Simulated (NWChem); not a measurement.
Molecule: PbNH$_{3}$O, singlet; SMILES [OH][Pb][NH2]

```xyz
6

Pb     0.2745    -0.0176     0.0000
O     -1.1693    -1.5579     0.0000
H     -2.0769    -1.2305     0.0000
N     -1.1463     1.5840     0.0000
H     -2.1576     1.4811     0.0000
H     -0.8947     2.5684     0.0000
```
Atoms are numbered in this order, from 1.

All runs: NWChem. Medium grid unless said otherwise, to which SCAN and Minnesota functionals are sensitive. Low-valent species are run as closed-shell singlets; no triplet was tried in these runs. All runs use the structure optimised with PBE0/def2-SVP. def2 effective core potentials on Pb; no spin-orbit coupling. Hybrids' shares of exact exchange are those that their runs print; pure functionals count as 0. The functionals differ in more than this share.

| row | share of exact exchange | orbital gap (eV) |
|---|---|---|
| PBE/def2-SVP | 0.00 | 3.20 |
| KT2/def2-SVP | 0.00 | 3.19 |
| B3LYP/def2-SVP | 0.20 | withheld |
| r2SCAN0/def2-SVP | 0.25 | 5.42 |
| PW6B95/def2-SVP | 0.28 | 5.28 |
| M06-2X/def2-SVP | 0.54 | 7.26 |

Fit a straight line of the last column on the one before it, predict the withheld value, and compare with the run.


1. Means of the 5 shown rows: x = 0.214, y = 4.870. Slope Σ(x − x̄)(y − ȳ)/Σ(x − x̄)² = 1.543/0.2035 = 7.581; intercept 3.248.
2. The shown rows scatter about the line by 0.139 (root mean square); the largest residual is +0.28, at r2SCAN0/def2-SVP.
3. At x = 0.20 (B3LYP/def2-SVP; inside the shown range) the line gives 4.76.
4. The run gives 4.67, -0.09 from the line, 0.6 times the scatter.
